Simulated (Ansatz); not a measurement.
```yaml
crystal:
  periodic: [false, false, false]
  atoms:
    - {symbol: O, position_ang: [-1.546464, -0.159009, 0.347858]}
    - {symbol: Ge, position_ang: [0.004709, 0.523690, -0.272122]}
    - {symbol: S, position_ang: [1.608764, -0.984878, -0.019191]}
    - {symbol: H, position_ang: [-1.741115, -0.984271, -0.057997]}
    - {symbol: H, position_ang: [-0.058308, 0.754393, -1.791090]}
    - {symbol: H, position_ang: [0.214450, 1.770223, 0.536237]}
    - {symbol: H, position_ang: [1.576257, -0.919131, 1.300539]}
basis:
  gaussian: {orbitals: aug-cc-pVTZ, nuclear_model: gaussian}
hamiltonian: {xc: {name: B3LYP}}
output: {forces: true}
```

```sh
$ ansatz run in.yaml --threads 2 --pin off --events-out ev --progress --plain --max-ram 4352MiB
```

Output, abridged:

```
Functional definition: B3LYP
1313 factors; their error is unknown
mean field evaluation 1: about -69464.6605 eV, gradient 6.3e1 eV
mean field evaluation 2: about -69437.8866 eV, gradient 1.3e2 eV
mean field evaluation 4: about -69470.8293 eV, gradient 7.3e0 eV
mean field evaluation 8: about -69471.1619 eV, gradient 4.7e-1 eV
mean field evaluation 16: about -69471.1620 eV, gradient 4.4e-5 eV
mean field -69471.16200733 eV, -2553.0181145246 hartree, gradient 4.5e-5 eV, S^2 0.000000; 0 other end points of the search recorded, 0 dependent functions left out
reference -69471.16229459 eV, -2553.0181250810 hartree; 30, 30 occupied and 217, 217 virtual orbitals, 1313 factors
Total energy: -69471.16229459 eV, -2553.0181250810 hartree
Atom 0 at    -1.546464    -0.159009     0.347858 Å, force     0.512869     1.263751     0.360980 eV/Å
Atom 1 at     0.004709     0.523690    -0.272122 Å, force    -0.561765    -0.397939    -0.332990 eV/Å
Atom 2 at     1.608764    -0.984878    -0.019191 Å, force     0.305891    -0.188185    -0.562346 eV/Å
Atom 3 at    -1.741115    -0.984271    -0.057997 Å, force    -0.316954    -1.093346    -0.473831 eV/Å
Atom 4 at    -0.058308     0.754393    -1.791090 Å, force    -0.035993     0.036573     0.029880 eV/Å
Atom 5 at     0.214450     1.770223     0.536237 Å, force     0.063442     0.403833     0.305674 eV/Å
Atom 6 at     1.576257    -0.919131     1.300539 Å, force     0.032510    -0.024688     0.672633 eV/Å
Dipole moment:     0.047093     0.045914    -0.082513 e Å
```

Hardware: 2 threads of an Arm Neoverse V1 on a shared host. Wall time 11 s, peak host memory 0.74 GiB.
